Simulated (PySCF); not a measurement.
**UHF on Xe⁺ (xenon, charge +1)**

Configuration: [Kr] 4d10 5s2 5p5, 2P determinant. Calculation: PySCF 2.14, in def2-TZVP with the def2 core potential (28 electrons) (6s5p3d2f, 50 functions); scalar relativity through the core potential.

```
Total energy                                                  : -327.877043 hartree
One-electron energy                                           : -562.2295 hartree
Hartree (Coulomb) energy                                      : 256.7418 hartree
Exchange energy                                               : -22.3893 hartree
⟨S²⟩                                                          : 0.7590
⟨L²⟩                                                          : 2.037
Sum of ⟨r⟩                                                    : 29.62 bohr
Sum of ⟨r²⟩                                                   : 49.21 bohr²
Traceless quadrupole moment −½Σ⟨3z² − r²⟩ along its main axis : 2.12 e·bohr²
Time after the integrals                                      : 0.14 s of wall time on 1 thread of Intel(R) Xeon(R) 6975P-C (shared host)
```

```csv
shell,electrons,mean orbital energy (eV),spread (eV),"rms radius, mean of both spins (bohr)"
4s α,1,-238.79,0,0.767
4s β,1,-238.52,0,0.767
4p α,3,-177.10,0.742,0.820
4p β,3,-176.83,0.075,0.820
4d α,5,-82.646,0.781,0.934
4d β,5,-82.443,0.403,0.934
5s α,1,-37.699,0,1.98
5s β,1,-34.976,0,1.98
5p α,3,-22.000,1.807,2.34
5p β,2,-20.868,0,2.34
```

Energies and moments cover only the electrons outside the core potential.
